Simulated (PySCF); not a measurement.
Yb: ionisation energy

Yb [Xe] 4f14 6s2 → Yb⁺ [Xe] 4f14 6s1 [6s1/2^1, M_J = 1/2], as a difference of total energies. All numbers are calculated (PySCF 2.14, the two-component X2C-1e Hamiltonian, in x2c-QZVPPall-2c). Correlated levels: [Ar] 3d10 frozen; the 40 highest virtual spinors dropped. "Screened" scales the spin-orbit matrix elements by Boettger's factors to mimic the two-electron term; Breit and QED terms are absent.

```json
{"method": "GHF (spin-free)", "ionisation energy (eV)": "5.139"}
{"method": "GMP2 (spin-free)", "ionisation energy (eV)": "6.274"}
{"method": "GHF (screened spin-orbit)", "ionisation energy (eV)": "5.142"}
{"method": "GMP2 (screened spin-orbit)", "ionisation energy (eV)": "6.280"}
```

**Question.** How much does correlation contribute at GMP2 (screened spin-orbit)?

**Answer.** 6.280 − (5.142) = 1.138 eV, measured against GHF (screened spin-orbit).

For comparison: 6.254 eV (measured; NIST Atomic Spectra Database, ionization energies).
